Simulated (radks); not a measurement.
Species: Ho IV. Configuration: [Xe] 4f9 7s1 (not the ground configuration).

Method: Dirac Kohn-Sham, LDA (Slater exchange, Perdew-Wang correlation), spin-unpolarised, spherical densities, point nucleus; open shells fill j = l - 1/2 first; computed with a radial shooting solver on a logarithmic mesh with Libxc functionals.

Energy parts (hartree):
part                       energy
total                 -12617.7147
kinetic                13883.4904
electron-nucleus      -31066.7116
Hartree                 4827.3283
exchange-correlation    -261.8218

Orbitals (lengths in bohr, moments of r in powers of bohr; <r^-3> diverges for s and p1/2; r(90%) holds 90 % of the orbital's charge):
| orbital | occ. | eigenvalue (hartree) | r(90%) | <r^-3> |
|---|---|---|---|---|
| 1s1/2 | 2 | -2037.159 | 0.0376 | - |
| 2s1/2 | 2 | -342.0948 | 0.136 | - |
| 2p1/2 | 2 | -325.7774 | 0.120 | - |
| 2p3/2 | 4 | -294.3246 | 0.130 | 11580 |
| 3s1/2 | 2 | -77.82655 | 0.337 | - |
| 3p1/2 | 2 | -70.67591 | 0.330 | - |
| 3p3/2 | 4 | -64.11077 | 0.348 | 2505 |
| 3d3/2 | 4 | -51.81146 | 0.320 | 425.3 |
| 3d5/2 | 6 | -50.37631 | 0.326 | 373.4 |
| 4s1/2 | 2 | -16.80172 | 0.745 | - |
| 4p1/2 | 2 | -13.96082 | 0.768 | - |
| 4p3/2 | 4 | -12.47028 | 0.812 | 569.1 |
| 4d3/2 | 4 | -7.78071 | 0.880 | 83.01 |
| 4d5/2 | 6 | -7.50825 | 0.896 | 71.69 |
| 5s1/2 | 2 | -3.36203 | 1.76 | - |
| 5p1/2 | 2 | -2.53950 | 1.95 | - |
| 5p3/2 | 4 | -2.31588 | 2.08 | 84.78 |
| 4f5/2 | 6 | -1.85528 | 1.24 | 11.34 |
| 4f7/2 | 3 | -1.81417 | 1.26 | 10.91 |
| 7s1/2 | 1 | -0.51641 | 7.34 | - |

The highest occupied level is 7s1/2 at -14.052 eV. Summed over all electrons, <r^2> = 62.23 bohr^2, which gives a Langevin (diamagnetic) susceptibility term of -49.3 x 10^-6 cm^3/mol. The density falls to 0.001 e/bohr^3 at r = 3.03 bohr.
